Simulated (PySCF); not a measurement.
P²⁺: ionisation energy

P²⁺ [Ne] 3s2 3p1 (2P) → P³⁺ [Ne] 3s2 (1S), as a difference of total energies. Calculation: PySCF 2.14, in x2c-TZVPPall (5s5p3d1f, 42 functions); the spin-free X2C one-electron Hamiltonian (Gaussian nucleus). Correlated levels: valence and next inner shell: 1s2 frozen. The calculations carry no spin-orbit coupling.

```json
{"method": "UHF", "ionisation energy (eV)": "29.577", "plus first-order spin-orbit estimate": "29.619", "error of that sum (eV)": "-0.584"}
{"method": "MP2 (valence and next inner shell)", "ionisation energy (eV)": "29.875", "plus first-order spin-orbit estimate": "29.917", "error of that sum (eV)": "-0.286"}
{"method": "SCS-MP2 (valence and next inner shell)", "ionisation energy (eV)": "29.859", "plus first-order spin-orbit estimate": "29.901", "error of that sum (eV)": "-0.302"}
{"method": "CCSD (valence and next inner shell)", "ionisation energy (eV)": "30.003", "plus first-order spin-orbit estimate": "30.045", "error of that sum (eV)": "-0.158"}
{"method": "CCSD(T) (valence and next inner shell)", "ionisation energy (eV)": "30.026", "plus first-order spin-orbit estimate": "30.068", "error of that sum (eV)": "-0.135"}
```

Reference: 30.203 eV (measured; NIST Atomic Spectra Database, ionization energies).

A first-order spin-orbit estimate (lowest level to lowest level, LS coupling) adds 0.042 eV.

Errors of the correlated levels include the incompleteness of this basis and the frozen core.
